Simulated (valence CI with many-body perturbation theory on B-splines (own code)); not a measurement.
# Au XXXI: M1 decay

Level of theory: configuration interaction combined with many-body perturbation theory (CI+MBPT): three valence electrons over a frozen Dirac-Fock core [Kr] 4d10, radial functions for each j: 7 s, 7 p, 7 d, 7 f, 4 g, 2 h, with the one-electron correlation potential Σ1, the two-electron term Σ2, the three-electron term Σ3, Breit, model QED; selected CI, second order for the rest, scaled by the run's own slope (own B-spline code, finite nucleus).

No measured spectrum was set against this ion. As an estimate, large intervals hold to a few tenths of a per cent, small ones and those within an open d or f shell to about a per cent. Excitations out of the core, of the other parity, are not computed and may begin above about 184 eV (a cautious bound); beyond it only levels of the ground parity were kept, without lifetimes.

Lines 1 to 50 of 120 in falling wavelength, among levels below 184.40 eV, chosen from the decays that carry over 1 % of a level's rate. Wavelengths and rates use the calculated energies. Weak lines are less certain than strong ones. Lines between different terms over intervals too small for the method are left out, as are lines whose strength nearly cancels.

Levels are named by their leading jj configuration (3d3/2^4 stands for four electrons in 3d with j = 3/2), which in mixed levels can hold well under half, so a name can repeat and another be missing. Letters in brackets count levels of one name in rising energy.

| λ vac (Å) | Upper | Lower | Type | A (s⁻¹) | Branch % |
| --- | --- | --- | --- | --- | --- |
| 8587 | (4f5/2^2 4f7/2) J=5/2 [a] | (4f5/2^3) J=5/2 | M1 | 1.54e+01 | 3.0 |
| 8423 | (4f5/2^2 4f7/2) J=3/2 [a] | (4f5/2^3) J=5/2 | M1 | 8.45e+00 | 1.6 |
| 8235 | (4f5/2 4f7/2^2) J=9/2 [a] | (4f5/2^2 4f7/2) J=7/2 [b] | M1 | 2.02e+01 | 1.6 |
| 7730 | (4f5/2^2 4f7/2) J=7/2 [a] | (4f5/2^3) J=5/2 | M1 | 3.96e+00 | 1.6 |
| 7057 | (4f5/2^2 4f7/2) J=7/2 [b] | (4f5/2^2 4f7/2) J=7/2 [a] | M1 | 9.84e+00 | 1.3 |
| 6949 | (4f5/2^2 4f7/2) J=7/2 [a] | (4f5/2^2 4f7/2) J=9/2 | M1 | 3.58e+01 | 14.2 |
| 6468 | (4f5/2^2 4f7/2) J=7/2 [b] | (4f5/2^2 4f7/2) J=5/2 [a] | M1 | 8.37e+00 | 1.1 |
| 6337 | (4f5/2 4f7/2^2) J=3/2 [a] | (4f5/2^2 4f7/2) J=5/2 [b] | M1 | 6.31e+01 | 3.7 |
| 5794 | (4f5/2^2 4f7/2) J=15/2 [b] | (4f5/2 4f7/2^2) J=13/2 [a] | M1 | 3.51e+01 | 2.2 |
| 5727 | (4f5/2 4f7/2^2) J=11/2 | (4f5/2^2 4f7/2) J=11/2 [c] | M1 | 2.38e+01 | 1.7 |
| 5692 | (4f5/2 4f7/2^2) J=7/2 [b] | (4f5/2 4f7/2^2) J=5/2 [a] | M1 | 1.22e+01 | 1.2 |
| 5187 | (4f5/2 4f7/2^2) J=1/2 | (4f5/2 4f7/2^2) J=3/2 [a] | M1 | 1.39e+02 | 11.6 |
| 5106 | (4f5/2 4f7/2^2) J=5/2 [a] | (4f5/2 4f7/2^2) J=7/2 [a] | M1 | 1.89e+01 | 1.0 |
| 5058 | (4f7/2^3) J=9/2 | (4f5/2 4f7/2^2) J=9/2 [c] | M1 | 4.33e+01 | 1.4 |
| 5038 | (4f5/2^2 4f7/2) J=15/2 [a] | (4f5/2^2 4f7/2) J=13/2 | M1 | 1.81e+02 | 100.0 |
| 4804 | (4f5/2^3) J=5/2 | (4f5/2^3) J=3/2 | M1 | 9.43e+01 | 99.5 |
| 4413 | (4f5/2^2 4f7/2) J=5/2 [b] | (4f5/2^2 4f7/2) J=7/2 [b] | M1 | 5.14e+01 | 4.5 |
| 4069 | (4f5/2^2 4f7/2) J=11/2 [c] | (4f5/2 4f7/2^2) J=13/2 [a] | M1 | 1.45e+01 | 1.5 |
| 3908 | (4f5/2^2 4f7/2) J=13/2 | (4f5/2^2 4f7/2) J=11/2 [a] | M1 | 6.30e+02 | 100.0 |
| 3819 | (4f5/2 4f7/2^2) J=7/2 [a] | (4f5/2^2 4f7/2) J=7/2 [b] | M1 | 2.89e+01 | 1.4 |
| 3807 | (4f5/2 4f7/2^2) J=9/2 [b] | (4f5/2^2 4f7/2) J=7/2 [b] | M1 | 3.69e+02 | 19.5 |
| 3801 | (4f5/2^2 4f7/2) J=9/2 | (4f5/2^2 4f7/2) J=11/2 [a] | M1 | 9.58e+01 | 6.7 |
| 3800 | (4f5/2 4f7/2^2) J=9/2 [a] | (4f5/2^2 4f7/2) J=7/2 [a] | M1 | 1.11e+02 | 9.0 |
| 3785 | (4f5/2 4f7/2^2) J=11/2 | (4f5/2 4f7/2^2) J=9/2 [b] | M1 | 2.82e+02 | 20.1 |
| 3689 | (4f5/2^2 4f7/2) J=7/2 [b] | (4f5/2^3) J=5/2 | M1 | 6.42e+02 | 84.0 |
| 3544 | (4f5/2 4f7/2^2) J=9/2 [c] | (4f5/2 4f7/2^2) J=7/2 [a] | M1 | 8.20e+01 | 4.0 |
| 3501 | (4f5/2^2 4f7/2) J=7/2 [b] | (4f5/2^2 4f7/2) J=9/2 | M1 | 2.07e+01 | 2.7 |
| 3492 | (4f5/2 4f7/2^2) J=5/2 [a] | (4f5/2^2 4f7/2) J=3/2 [b] | M1 | 1.84e+02 | 10.1 |
| 3473 | (4f5/2 4f7/2^2) J=13/2 [b] | (4f5/2^2 4f7/2) J=11/2 [c] | M1 | 7.72e+01 | 7.5 |
| 3089 | (4f5/2^2 4f7/2) J=3/2 [b] | (4f5/2^2 4f7/2) J=3/2 [a] | M1 | 5.49e+02 | 46.8 |
| 3080 | (4f5/2^2 4f7/2) J=5/2 [a] | (4f5/2^3) J=3/2 | M1 | 5.01e+02 | 96.9 |
| 3068 | (4f5/2^2 4f7/2) J=3/2 [b] | (4f5/2^2 4f7/2) J=5/2 [a] | M1 | 6.09e+01 | 5.2 |
| 3059 | (4f5/2^2 4f7/2) J=3/2 [a] | (4f5/2^3) J=3/2 | M1 | 5.14e+02 | 98.4 |
| 3028 | (4f5/2^2 4f7/2) J=1/2 | (4f5/2^2 4f7/2) J=3/2 [a] | M1 | 1.81e+02 | 16.8 |
| 2905 | (4f5/2^2 4f7/2) J=11/2 [a] | (4f5/2^3) J=9/2 | M1 | 1.44e+03 | 100.0 |
| 2697 | (4f5/2 4f7/2^2) J=7/2 [b] | (4f5/2 4f7/2^2) J=9/2 [b] | M1 | 2.87e+01 | 2.7 |
| 2692 | (4f5/2 4f7/2^2) J=7/2 [b] | (4f5/2 4f7/2^2) J=7/2 [a] | M1 | 2.71e+01 | 2.6 |
| 2678 | (4f5/2^2 4f7/2) J=15/2 [b] | (4f5/2^2 4f7/2) J=15/2 [a] | M1 | 6.12e+02 | 37.9 |
| 2623 | (4f5/2^2 4f7/2) J=5/2 [b] | (4f5/2^2 4f7/2) J=5/2 [a] | M1 | 1.41e+02 | 12.2 |
| 2567 | (4f7/2^3) J=9/2 | (4f5/2^2 4f7/2) J=11/2 [c] | M1 | 1.66e+02 | 5.5 |
| 2504 | (4f5/2 4f7/2^2) J=13/2 [a] | (4f5/2^2 4f7/2) J=13/2 | M1 | 3.18e+02 | 12.6 |
| 2504 | (4f5/2 4f7/2^2) J=1/2 | (4f5/2^2 4f7/2) J=1/2 | M1 | 1.43e+02 | 12.0 |
| 2478 | (4f5/2 4f7/2^2) J=7/2 [a] | (4f5/2^2 4f7/2) J=7/2 [a] | M1 | 5.29e+02 | 26.0 |
| 2474 | (4f5/2 4f7/2^2) J=11/2 | (4f5/2^2 4f7/2) J=11/2 [b] | M1 | 7.56e+02 | 54.0 |
| 2473 | (4f5/2 4f7/2^2) J=9/2 [b] | (4f5/2^2 4f7/2) J=7/2 [a] | M1 | 3.55e+02 | 18.7 |
| 2467 | (4f5/2 4f7/2^2) J=11/2 | (4f5/2 4f7/2^2) J=9/2 [a] | M1 | 3.68e+01 | 2.6 |
| 2464 | (4f5/2 4f7/2^2) J=1/2 | (4f5/2^2 4f7/2) J=3/2 [b] | M1 | 7.00e+02 | 58.7 |
| 2458 | (4f5/2 4f7/2^2) J=7/2 [b] | (4f5/2^2 4f7/2) J=5/2 [b] | M1 | 7.92e+02 | 75.9 |
| 2457 | (4f5/2 4f7/2^2) J=9/2 [a] | (4f5/2^2 4f7/2) J=9/2 | M1 | 7.81e+02 | 63.7 |
| 2454 | (4f5/2 4f7/2^2) J=17/2 | (4f5/2^2 4f7/2) J=15/2 [b] | M1 | 4.51e+02 | 49.6 |
